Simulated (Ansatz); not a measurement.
System: TeO (charge 0, triplet). SMILES: O=[Te]
Geometry from a B3LYP-D3(BJ)/def2-TZVP (Ansatz, a first-principles code) optimisation:
```
O
Te 1 1.8289
```
Charge 0, spin multiplicity 3.

Parts of the frozen-core correlation energy in STO-3G (Ansatz, hartree). Frozen orbitals: 24; correlated occupied orbitals by spin: 7 and 5; virtual: 1 and 3. Open shells are spin-unrestricted. Spin-orbit coupling is left out. In def2 rows, elements after Kr have scalar-relativistic effective core potentials. STO-3G rows are all-electron and non-relativistic.

| term | value |
|---|---|
| reference (HF) | -6620.92073 |
| MP2 opposite-spin | … |
| MP2 same-spin | … |
| CCSD correlation | … |
| (T) | -0.00097 |
| T1 diagnostic | 0.100 |
| largest doubles amplitude | 0.290 |
| <S^2> of the reference | 2.010 |

Task: What belongs in the gaps?

Result: 
- MP2 opposite-spin, value: -0.02721
- MP2 same-spin, value: -0.01329
- CCSD correlation, value: -0.07857
